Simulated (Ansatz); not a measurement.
The cluster HfSi₂ (the lowest singlet isomer of a short search), 3 atoms. Hardware: 4 threads of Arm Neoverse V2 on a shared host.

In the def2 sets Hf takes a core potential; there is no spin–orbit coupling. Correlated methods freeze 10 core orbitals; core or outer-core shells of Hf are correlated, in sets that lack core-valence functions.

Task: How many basis functions does each of these Ansatz runs have, and roughly what does it cost? r2SCAN0-D4/def2-TZVP, charge 0 quintet, energy, from earlier orbitals; r2SCAN-D4/def2-TZVP, charge 0 triplet, energy, from earlier orbitals; CCSD(T)/def2-TZVPD, charge 0 singlet, energy, from earlier orbitals; LC-ωPBE (ω = 0.20 bohr⁻¹)/def2-TZVP, charge 1 doublet at the geometry of the charge 0 singlet, energy, from earlier orbitals; RPA@PBE/def2-TZVP, charge 0 singlet, energy, from earlier orbitals; r2SCAN0-D4/def2-TZVP, charge 0 singlet, energy, from earlier orbitals; PBE0-D4/def2-TZVP, charge 0 unrestricted singlet, energy, from earlier orbitals; LC-ωPBE (ω = 0.20 bohr⁻¹)/def2-TZVP, charge -1 doublet at the geometry of the charge 0 singlet, energy, from earlier orbitals; LC-ωPBE (ω = 0.30 bohr⁻¹)/def2-TZVP, charge -1 doublet at the geometry of the charge 0 singlet, energy, from earlier orbitals; PBE0-D4/def2-SVP, charge 0 singlet, energy, from earlier orbitals; r2SCAN-D4/def2-TZVPD, charge -1 doublet at the geometry of the charge 0 singlet, energy, from earlier orbitals; LC-ωPBE (ω = 0.15 bohr⁻¹)/def2-TZVP, charge -1 doublet at the geometry of the charge 0 singlet, energy, from earlier orbitals.

Result: Other jobs shared the machine, so times can vary by a factor of up to 3. A dash marks memory too small to be measured apart from the calling script's.

```json
{"run": "PBE0-D4/def2-SVP, charge 0 singlet, energy, from earlier orbitals", "functions": "68", "fitting or Cholesky vectors": "656", "wall time": "0.75 s", "peak host memory (GiB)": "–"}
{"run": "r2SCAN0-D4/def2-TZVP, charge 0 singlet, energy, from earlier orbitals", "functions": "114", "fitting or Cholesky vectors": "929", "wall time": "2.2 s", "peak host memory (GiB)": "–"}
{"run": "RPA@PBE/def2-TZVP, charge 0 singlet, energy, from earlier orbitals", "functions": "114", "fitting or Cholesky vectors": "802", "wall time": "3.3 s", "peak host memory (GiB)": "–"}
{"run": "LC-ωPBE (ω = 0.20 bohr⁻¹)/def2-TZVP, charge 1 doublet at the geometry of the charge 0 singlet, energy, from earlier orbitals", "functions": "114", "fitting or Cholesky vectors": "849", "wall time": "4.3 s", "peak host memory (GiB)": "–"}
{"run": "LC-ωPBE (ω = 0.15 bohr⁻¹)/def2-TZVP, charge -1 doublet at the geometry of the charge 0 singlet, energy, from earlier orbitals", "functions": "114", "fitting or Cholesky vectors": "849", "wall time": "4.9 s", "peak host memory (GiB)": "–"}
{"run": "LC-ωPBE (ω = 0.20 bohr⁻¹)/def2-TZVP, charge -1 doublet at the geometry of the charge 0 singlet, energy, from earlier orbitals", "functions": "114", "fitting or Cholesky vectors": "849", "wall time": "5.5 s", "peak host memory (GiB)": "–"}
{"run": "CCSD(T)/def2-TZVPD, charge 0 singlet, energy, from earlier orbitals", "functions": "129", "fitting or Cholesky vectors": "903", "wall time": "6 s", "peak host memory (GiB)": "–"}
{"run": "LC-ωPBE (ω = 0.30 bohr⁻¹)/def2-TZVP, charge -1 doublet at the geometry of the charge 0 singlet, energy, from earlier orbitals", "functions": "114", "fitting or Cholesky vectors": "849", "wall time": "8 s", "peak host memory (GiB)": "–"}
{"run": "r2SCAN0-D4/def2-TZVP, charge 0 quintet, energy, from earlier orbitals", "functions": "114", "fitting or Cholesky vectors": "929", "wall time": "9 s", "peak host memory (GiB)": "–"}
{"run": "r2SCAN-D4/def2-TZVP, charge 0 triplet, energy, from earlier orbitals", "functions": "114", "fitting or Cholesky vectors": "849", "wall time": "12 s", "peak host memory (GiB)": "–"}
{"run": "r2SCAN-D4/def2-TZVPD, charge -1 doublet at the geometry of the charge 0 singlet, energy, from earlier orbitals", "functions": "129", "fitting or Cholesky vectors": "917", "wall time": "13 s", "peak host memory (GiB)": "–"}
{"run": "PBE0-D4/def2-TZVP, charge 0 unrestricted singlet, energy, from earlier orbitals", "functions": "114", "fitting or Cholesky vectors": "929", "wall time": "24 s", "peak host memory (GiB)": "–"}
```
